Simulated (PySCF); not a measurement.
Br₄Ta (SMILES [Br][Ta+]([Br])([Br])[Br]), charge +1, singlet, geometry from GFN2-xTB (such geometries of metal compounds can be far from the true shape) (the multiplicity is a formal guess) (core potentials on Ta), with bond 5-1 at 1.6 times its length. Base run: DF-BLYP/def2-SV(P) run with PySCF.

The PySCF input:
```python
from pyscf import gto, scf, dft

mol = gto.M(
    atom='''
Ta    0.000000    0.000000   -0.000000
Br    1.897817   -0.590202   -1.312608
Br    0.663194    0.289880    2.269169
Br   -0.931896    2.032515   -0.820632
Br   -2.606584   -2.771509   -0.217487
''',
    basis='def2-sv(p)',
    ecp={'Ta': 'def2-sv(p)'},
    charge=1,
    spin=0,
    verbose=4,
)

mf = dft.RKS(mol)
mf.xc = 'blyp'
mf = mf.density_fit(auxbasis='def2-universal-jkfit')
mf.kernel()
```

Variants of this job, named by their change:

```tsv
change	ΔE vs base (mEh)	outcome
base	0.000	converged
init_guess = mod_huckel	0.000	converged
solver = newton; init_guess = 1e	-	cut at the time limit
conv_tol_grad = 1e-7	0.000	converged
diis_space = 2	-	not converged
DIIS = ADIIS	-	not converged
level_shift = 1.0 (with mf.max_cycle = 100)	-	not converged
diis_space = 12	-	not converged
```
